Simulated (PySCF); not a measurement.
Level of theory: PBE0/[Y def2-TZVP with ECP28, H def2-TZVP], scalar-relativistic core potentials, density fitting, no spin–orbit coupling, PySCF.

Each entry is the lowest minimum that a search over a few typed start shapes (and spin states, where more than one is plausible) found, or that minimum re-optimised at the stated level; isomers with ligand–ligand bonds, or fragments after loss of a ligand pair, can lie lower. Open shells are unrestricted.

YH₂ is a doublet of C2v symmetry with Y–H 1.957 Å (×2); H–Y–H 115.4°. Its wavenumbers are 485, 1458, 1509 cm⁻¹.

Q: What changes when one electron is removed, giving YH₂⁺?

A: It costs 6.20 eV between the minima (6.23 eV with zero-point energy). YH₂⁺ is a singlet of C2v symmetry with Y–H 1.882 Å (×2); H–Y–H 106.9°; wavenumbers 515, 1651, 1690 cm⁻¹.

Stability towards spin polarisation was not tested.
